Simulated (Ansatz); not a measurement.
Two members of one family (Series SiCl3X), computed with Ansatz in the gas phase. The two geometries come from different levels. Binding counts from free atoms in the multiplicity of their measured ground term, without zero-point energy. A dash marks a value that wasn't run or was left out as unsound. The structures are stationary points that may keep the symmetry of their start.

First: Si(CCH)Cl3 (singlet, charge 0, r2SCAN-D4/def2-SVP geometry).

```xyz
7

Si    0.337    0.262   -0.881
C    -0.289   -0.220    0.744
C    -0.704   -0.550    1.843
H    -1.075   -0.838    2.811
Cl    0.105    2.280   -1.143
Cl   -0.698   -0.725   -2.346
Cl    2.324   -0.208   -1.028
```

```csv
level,HOMO (eV),LUMO (eV),gap (eV),vertical triplet (eV),binding per atom (eV)
PBE-D4/def2-SVP,-7.51,-1.75,5.76,–,4.27
PBE-D4/def2-TZVP,-7.64,-1.98,5.66,4.89,4.27
BLYP-D4/def2-TZVP,-7.45,-1.79,5.65,–,4.11
r2SCAN-D4/def2-TZVP,-7.92,-1.77,6.15,4.71,4.18
BHLYP-D4/def2-TZVP,-9.98,0.02,10.00,–,3.96
```

Second: Si(NH2)Cl3 (singlet, charge 0, PBE-D4/def2-SVP geometry).

```xyz
7

Si    0.426   -0.352   -0.137
N    -0.726    0.788    0.409
H    -1.514    0.469    0.977
H    -0.981    1.573   -0.195
Cl    0.958   -1.533    1.465
Cl    2.049    0.683   -0.873
Cl   -0.211   -1.627   -1.646
```

Q: What does the change do? Estimate second minus first.

A: 
```json
{"level": "PBE-D4/def2-SVP", "Δ HOMO (eV)": "0.86", "Δ LUMO (eV)": "1.02", "Δ gap (eV)": "0.17", "Δ vertical triplet (eV)": "–", "Δ binding per atom (eV)": "-0.70"}
{"level": "PBE-D4/def2-TZVP", "Δ HOMO (eV)": "0.73", "Δ LUMO (eV)": "0.79", "Δ gap (eV)": "0.07", "Δ vertical triplet (eV)": "1.09", "Δ binding per atom (eV)": "-0.68"}
{"level": "BLYP-D4/def2-TZVP", "Δ HOMO (eV)": "0.69", "Δ LUMO (eV)": "0.70", "Δ gap (eV)": "0.02", "Δ vertical triplet (eV)": "–", "Δ binding per atom (eV)": "-0.62"}
{"level": "r2SCAN-D4/def2-TZVP", "Δ HOMO (eV)": "0.66", "Δ LUMO (eV)": "0.99", "Δ gap (eV)": "0.33", "Δ vertical triplet (eV)": "1.62", "Δ binding per atom (eV)": "-0.64"}
{"level": "BHLYP-D4/def2-TZVP", "Δ HOMO (eV)": "0.21", "Δ LUMO (eV)": "0.81", "Δ gap (eV)": "0.60", "Δ vertical triplet (eV)": "–", "Δ binding per atom (eV)": "-0.57"}
```
